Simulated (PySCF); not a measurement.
Si2H4F2

Si2H4F2 is a small molecule, neutral, singlet. The structure, one conformer, was relaxed in the gas phase by PBE0-D3(BJ)/def2-SVP. No frequency run checks that it is a minimum.

SMILES: F[SiH](F)[SiH3]

```csv
atom,x (Å),y (Å),z (Å)
Si1,0.024,-1.079,-0.434
Si2,-0.078,1.089,0.432
F3,1.196,-1.883,0.343
F4,0.457,-1.018,-1.993
H5,-1.220,-1.887,-0.346
H6,1.280,1.706,0.381
H7,-1.037,1.905,-0.371
H8,-0.548,1.024,1.849
```

Shieldings: GIAO PBE0/pcSseg-2. Shifts are against computed references at the same level: H TMS (σ 31.24 ppm), Si TMS (σ 341.3 ppm). Core levels by delta-SCF with SCAN, pcX-2 on the ionised atom and pcseg-1 elsewhere, spin-free X2C (2p3/2 is the spin-free 2p value less a third of a first-order spin-orbit splitting); from the vacuum level, for chosen atoms.

Problem. Give the shieldings and core levels atom by atom.

Solution. 
```json
{"atoms": "Si1", "bonded to": "2 F + 1 Si + 1 H", "σ (ppm)": "333.1", "δ (ppm)": "8.2", "core level (eV)": "2p3/2 108.88"}
{"atoms": "Si2", "bonded to": "1 Si + 3 H", "σ (ppm)": "457.5", "δ (ppm)": "-116.2", "core level (eV)": "2p3/2 107.19"}
{"atoms": "F3", "bonded to": "1 Si", "σ (ppm)": "317.7", "δ (ppm)": "-", "core level (eV)": "1s 692.70"}
{"atoms": "F4", "bonded to": "1 Si", "σ (ppm)": "318.0", "δ (ppm)": "-", "core level (eV)": "1s 692.70"}
{"atoms": "H5", "bonded to": "1 Si", "σ (ppm)": "25.51", "δ (ppm)": "5.74", "core level (eV)": "-"}
{"atoms": "H6 H7 H8", "bonded to": "1 Si", "σ (ppm)": "27.73", "δ (ppm)": "3.51", "core level (eV)": "-"}
```

Values are those of this one static structure, with the three H of a rotating XH3 group averaged; atoms that internal rotation interchanges would show their mean in an NMR spectrum.

Problem. Which of Si1, Si2 holds its core electrons tightest, and by how much against the loosest?

Solution. Si1 (bonded to 2 F + 1 Si + 1 H), by 1.69 eV over Si2 (bonded to 1 Si + 3 H).

Problem. By CAM-B3LYP/def2-SVPD (TDDFT singlets, Tamm-Dancoff triplets, ionisation by delta-SCF), where does absorption start, and what does vertical ionisation take?

Solution. The lowest singlet lies at 6.97 eV (f 0.013), the strongest of the first 6 at 8.47 eV (f 0.411), the lowest triplet at 6.16 eV; vertical ionisation takes 11.06 eV.
